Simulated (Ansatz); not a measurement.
One change: `[NH2][Al]([OH])[SiH3]` becomes `[NH2][Al]([OH])[Br]`.

Ansatz, PBE0-D4/def2-TZVP geometries, multiplicity 1. Each molecule was computed in one conformer, which needn't be the lowest.

Scalar relativity is left out up to krypton.

| property | `[NH2][Al]([OH])[SiH3]` |
| --- | --- |
| size of the dipole moment (B3LYP/def2-TZVPP) / D | 0.31 |
| HOMO energy (ωB97M-V/def2-TZVPP) / eV | -9.74 |
| ideal-gas entropy at 298 K and 1 bar (rigid rotor, harmonic PBE0-D4/def2-TZVP) / J/(mol·K) | 366 |
| HOMO–LUMO gap (B3LYP/def2-TZVPP) / eV | 6.43 |
| HOMO energy (PBE/def2-TZVPP) / eV | -6.06 |
| HOMO–LUMO gap (PBE0/def2-TZVPP) / eV | 6.84 |

(1) Give the same properties after the change, and the shifts. (Estimate.)

Results:

(1) Computed: 
```json
{"property": "size of the dipole moment (B3LYP/def2-TZVPP) / D", "`[NH2][Al]([OH])[Br]`": "3.30", "shift": "2.99"}
{"property": "HOMO energy (ωB97M-V/def2-TZVPP) / eV", "`[NH2][Al]([OH])[Br]`": "-10.12", "shift": "-0.38"}
{"property": "ideal-gas entropy at 298 K and 1 bar (rigid rotor, harmonic PBE0-D4/def2-TZVP) / J/(mol·K)", "`[NH2][Al]([OH])[Br]`": "338", "shift": "-28"}
{"property": "HOMO–LUMO gap (B3LYP/def2-TZVPP) / eV", "`[NH2][Al]([OH])[Br]`": "6.67", "shift": "0.24"}
{"property": "HOMO energy (PBE/def2-TZVPP) / eV", "`[NH2][Al]([OH])[Br]`": "-6.29", "shift": "-0.23"}
{"property": "HOMO–LUMO gap (PBE0/def2-TZVPP) / eV", "`[NH2][Al]([OH])[Br]`": "7.24", "shift": "0.40"}
```

With PBE0 the HOMO falls by 0.28 eV and the LUMO rises by 0.12 eV, so the gap widens by about 0.40 eV. PBE moves the HOMO by -0.23 eV and ωB97M-V by -0.38 eV. The zero-point energy changes by -61.0 kJ/mol with -9 modes. Dipoles are sizes alone; their direction can turn. Modes under 60 cm⁻¹, often nearly free rotors, make the harmonic entropy too high.

B3LYP here is the variant with VWN-RPA as its local correlation; programs differ in this.

Spin–orbit coupling is left out; it splits and shifts lone-pair levels of the heavy atoms by tenths of an eV.
